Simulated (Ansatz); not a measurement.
Species: C₇H₁₃ (charge 0, doublet). It need not be the lowest isomer of its formula. SMILES: [C@H]1(CC[C@H](C)C1)[CH2]
Structure (B3LYP-D3(BJ)/def2-TZVP (Ansatz, an electronic-structure program) minimum search):
```xyz
20

C     -2.5398    -0.1257    -0.6891
C     -1.3001    -0.2367     0.1098
C     -0.7800     1.1085     0.6798
C      0.7562     0.9651     0.8031
C      1.1067    -0.4375     0.2600
C      2.4765    -0.5254    -0.3976
C     -0.0681    -0.7669    -0.6642
H     -2.6396     0.6617    -1.4264
H     -3.3157    -0.8771    -0.6468
H     -1.4715    -0.9268     0.9428
H     -1.2631     1.3470     1.6275
H     -1.0344     1.9133    -0.0131
H      1.1063     1.0952     1.8280
H      1.2582     1.7268     0.2016
H      1.0767    -1.1469     1.0949
H      3.2709    -0.2609     0.3041
H      2.5406     0.1604    -1.2468
H      2.6794    -1.5337    -0.7652
H      0.0320    -0.2196    -1.6080
H     -0.1480    -1.8283    -0.9041
```
Charge 0, spin multiplicity 2.

Wanted: atomisation energy (electronic, to ground-state atoms), in kJ/mol. Cores are frozen in the correlated levels unless marked. Open shells are spin-unrestricted. Spin-orbit coupling is left out. No relativistic terms. The coupled-cluster limit lacks core correlation, which all-electron functionals hold. CBS(X,Y): correlation extrapolated as X^-3; Hartree-Fock from the larger set. [CCSD(T)-MP2]/basis is that difference in the basis named.

```
level                                                     program  atomisation energy (kJ/mol)
-------------------------------------------------  --------------  ---------------------------
PBE0-D4/def2-TZVPD                                 Ansatz + dftd4                       8232.4
BHLYP/def2-TZVPD                                           Ansatz                       7924.4
CAM-B3LYP/def2-TZVPD                                       Ansatz                       8142.1
LC-wPBE-D4/def2-TZVPD                              Ansatz + dftd4                       8214.6
MP2/STO-3G                                                 Ansatz                       8474.0
SCS-MP2/cc-pVDZ                                            Ansatz                       7642.5
RI-MP2/CBS(cc-pVTZ,cc-pVQZ)+[CCSD(T)-MP2]/cc-pVTZ          Ansatz                       8141.6
```
